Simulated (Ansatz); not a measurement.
This geometry of ClH + ClIn (4 atoms, charge 0, multiplicity 1) is a first-order saddle point.

Level of theory: RKS PBE/def2-mTZVP (Ansatz).

```xyz
4
Properties=species:S:1:pos:R:3
In 1.484 0.401 -0.935
Cl -1.143 -0.508 -1.052
H -0.664 -0.180 0.413
Cl 0.324 0.287 1.574
```

Problem. Which two structures does it join? (They come from a converged band through this point; their orientation in space is the band's.)

Solution. Bonds broken: H3–Cl4. Bonds formed: Cl2–H3.  The two ends are copies of one structure, up to a mirror image or an exchange of like atoms.

Initial state:

```xyz
4
Properties=species:S:1:pos:R:3
In 1.413 0.348 -1.189
Cl -1.019 -0.488 -1.247
H -0.596 -0.125 0.700
Cl 0.203 0.264 1.736
```

Final state:

```xyz
4
Properties=species:S:1:pos:R:3
In 1.643 0.471 -0.790
Cl -1.332 -0.567 -1.000
H -0.867 -0.267 0.249
Cl 0.557 0.363 1.542
```

Problem. How far does it lie above each of them?

Solution. 0.031 eV above the first and 0.031 eV above the second. This is the barrier of this one path; another mechanism may lie lower. The orbitals stay closed-shell, which can raise the energy where a bond breaks towards radicals; this wasn't checked here.

Run time: 72 s on 2 threads of Arm Neoverse V1, with other jobs on the host, peak memory 0.15 GiB.
